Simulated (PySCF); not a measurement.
B(Cl)(OMe)(SH) (CH4BClOS), SMILES COB(S)Cl.

Coordinates come from a PBE-D3(BJ)/def2-SVP optimisation. This is a generated structure with no PubChem entry under its InChIKey; it may be hypothetical. The values are those of a single conformer.

Level of theory: TDA-PBE0/def2-SVPD run with PySCF.

Vertical excitations. Isolated molecule, no solvent. State labels are in the subgroup Cs.

```tsv
state	symmetry	energy (eV)	λ (nm)	f	main pairs
S1	A"	6.47	192	0.007	HOMO→LUMO+1 75 %, HOMO→LUMO+2 23 %
S2	A'	6.85	181	0.149	HOMO→LUMO 88 %
S3	A"	7.04	176	0.003	HOMO−1→LUMO 82 %
S4	A"	7.11	174	0.044	HOMO→LUMO+2 62 %, HOMO→LUMO+1 18 %, HOMO−1→LUMO 16 %
S5	A'	7.67	162	0.003	HOMO−1→LUMO+1 95 %
S6	A"	7.73	160	0.000	HOMO−3→LUMO 97 %
S7	A'	7.84	158	0.172	HOMO−2→LUMO 92 %
S8	A"	7.89	157	0.014	HOMO−2→LUMO+1 70 %, HOMO→LUMO+3 26 %
S9	A"	7.97	156	0.000	HOMO→LUMO+3 66 %, HOMO−2→LUMO+1 27 %
S10	A"	8.06	154	0.004	HOMO→LUMO+4 91 %
T1	A'	5.70	218	0	HOMO→LUMO 98 %
T2	A"	5.98	207	0	HOMO→LUMO+1 63 %, HOMO→LUMO+2 33 %
T3	A"	6.69	185	0	HOMO−1→LUMO 67 %, HOMO→LUMO+1 13 %, HOMO→LUMO+2 12 %
T4	A'	6.74	184	0	HOMO−2→LUMO 96 %
```
Triplets are in the Tamm–Dancoff approximation.
